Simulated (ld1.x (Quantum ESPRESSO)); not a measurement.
## Ho: excitation energies, all-electron against ultrasoft

```json
{
 "Element": "Ho (Z = 67)",
 "Generator": "ld1.x (Quantum ESPRESSO) 7.5",
 "Type": "ultrasoft",
 "Functional": "LDA (PZ)",
 "Relativity": "scalar-relativistic",
 "Frozen core": "[Kr] 4d10",
 "Valence charge": "21",
 "Reference configuration": "4f11 5s2 5p6 5d0 6s1.75 6p0.25",
 "Partial waves": "5s (bound): rcut 1.75, rcutus 2.30 bohr; 6s (bound): rcut 1.75, rcutus 2.30 bohr; 5p (bound): rcut 2.15, rcutus 2.35 bohr; 6p (bound): rcut 2.15, rcutus 2.35 bohr; 5d (bound, empty): rcut 3.50, rcutus 3.95 bohr; 5d channel at 2.45 Ry: rcut 3.50, rcutus 3.95 bohr; 4f (bound): rcut 0.85, rcutus 0.95 bohr; 4f channel at 3.25 Ry: rcut 0.85, rcutus 0.95 bohr",
 "Local potential": "all-electron potential smoothed inside 2.70 bohr (lloc = -1)",
 "Core correction": "none",
 "Augmentation charge": "PSQ, radius 0.85 bohr"
}
```

Energies are relative to the spin-unpolarised reference configuration 4f11 5s2 5p6 5d0 6s1.75 6p0.25; without spin polarisation the order of configurations can differ from experiment. Not all tests gave a result: test run stopped at test 4 of 9 (negative rho).

| valence configuration | charge | ΔE all-electron (eV) | error AE − PS (meV) |
| --- | --- | --- | --- |
| 4f11 5s2 5p6 5d0 6s2 6p0 | 0 | -0.691 | +0.4 |
| 4f11 5s2 5p6 5d0 6s1 6p0 | +1 | 5.836 | -2.0 |
| 4f11 5s2 5p6 5d0 6s0 6p0 | +2 | 17.857 | -7.9 |

Levels in the configuration 4f11 5s2 5p6 5d0 6s2 6p0:

```
level  all-electron (eV)  pseudo (eV)
   4f             -3.357       -3.362
   5s            -50.524      -50.524
   5p            -25.997      -25.996
   6s             -3.945       -3.945
```
